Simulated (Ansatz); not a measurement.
Cost and result for the atomization energy of GeH₃NS, SMILES `[NH2][Ge][SH]` (6 atoms, 5 bonds).

Z-matrix (Å, degrees):
```
N
Ge 1 1.818
H 1 1.007 2 120.7
H 1 1.008 2 126.7 3 180.0
S 2 2.255 1 95.1 3 180.0
H 5 1.342 2 93.5 1 -180.0
```

Charge 0, multiplicity 1. Correlated methods include outer-core shells of Ge, which these sets cover unevenly. Scalar relativity is left out up to krypton. The geometry is a stationary point of PBE0-D4/def2-TZVP. It is one conformer, not always the lowest. Program: Ansatz. All runs use 4 threads of an Arm Neoverse V2 on a shared host. Times are those of one run each, without the atoms' runs, and a repeat can differ threefold. Electronic energies, without spin–orbit coupling; frozen cores. CCSD(T)/CBS adds CCSD(T) − MP2 in def2-TZVPP to the MP2 limit, and its time is that of the two runs behind it. T1 = 0.014. With those shells the extrapolation isn't a true limit.

CCSD(T)/CBS is a level of theory with its own doubt, some kJ/mol a heavy atom from the limit and from the frozen cores, so smaller differences don't rank the functionals.

| level | functions | wall time |
| --- | --- | --- |
| LDA (SPW92)/def2-TZVPP | 163 | 0.5 s |
| BLYP-D4/def2-TZVPP | 163 | 0.8 s |
| PBE-D4/def2-TZVPP (with forces) | 163 | 0.95 s |
| CCSD(T)/def2-SVP | 79 | 1.1 s |
| PBE0-D4/def2-TZVPP | 163 | 1.1 s |
| CAM-B3LYP-D4/def2-TZVPP | 163 | 1.3 s |
| B2PLYP/def2-TZVPP | 163 | 1.9 s |
| PBE-QIDH/def2-TZVPP | 163 | 1.9 s |
| B97M-V/def2-TZVPP | 163 | 3 s |
| ωB97M-V/def2-TZVPP (with forces) | 163 | 4.1 s |
| MP2/def2-QZVPP | 306 | 5.5 s |
| CCSD(T)/def2-TZVPP | 163 | 16 s |
| CCSD(T)/CBS(def2) | – | 21 s |

What atomization energy does each give, and how far from CCSD(T)/CBS? (Best estimate.)

The calculation gave: 
| level | atomization (kJ/mol) | difference from CCSD(T)/CBS | per bond |
| --- | --- | --- | --- |
| LDA (SPW92)/def2-TZVPP | 2154.6 | 300.0 | 60.0 |
| BLYP-D4/def2-TZVPP | 1869.6 | 15.0 | 3.0 |
| PBE-D4/def2-TZVPP (with forces) | 1895.4 | 40.8 | 8.2 |
| CCSD(T)/def2-SVP | 1663.3 | -191.3 | -38.3 |
| PBE0-D4/def2-TZVPP | 1838.5 | -16.1 | -3.2 |
| CAM-B3LYP-D4/def2-TZVPP | 1848.0 | -6.6 | -1.3 |
| B2PLYP/def2-TZVPP | 1822.4 | -32.2 | -6.4 |
| PBE-QIDH/def2-TZVPP | 1809.4 | -45.2 | -9.0 |
| B97M-V/def2-TZVPP | 1862.2 | 7.6 | 1.5 |
| ωB97M-V/def2-TZVPP (with forces) | 1856.0 | 1.4 | 0.3 |
| MP2/def2-QZVPP | 1842.6 | -12.0 | -2.4 |
| CCSD(T)/def2-TZVPP | 1781.7 | -72.9 | -14.6 |
| CCSD(T)/CBS(def2) | 1854.6 | 0.0 | 0.0 |

At CCSD(T), def2-SVP lies −191.3 kJ/mol from the extrapolated value and def2-TZVPP −72.9 kJ/mol: correlation converges slowly with the basis, and small sets miss more of it in the bonded molecule than in its fragments. From r2SCAN to r2SCAN0 (25 % exact exchange), in def2-TZVPP and without D4, the atomization energy moves by −47.8 kJ/mol: exact exchange takes away binding that semilocal exchange gives to molecules. The D4 term adds +21.1 kJ/mol with B3LYP and +10.7 kJ/mol with PBE0; it sums over pairs of atoms, weighted by their polarisabilities, and B3LYP, whose exchange is more repulsive, gets the larger term.

B3LYP here is the variant with VWN-RPA as its local correlation; programs differ in this.
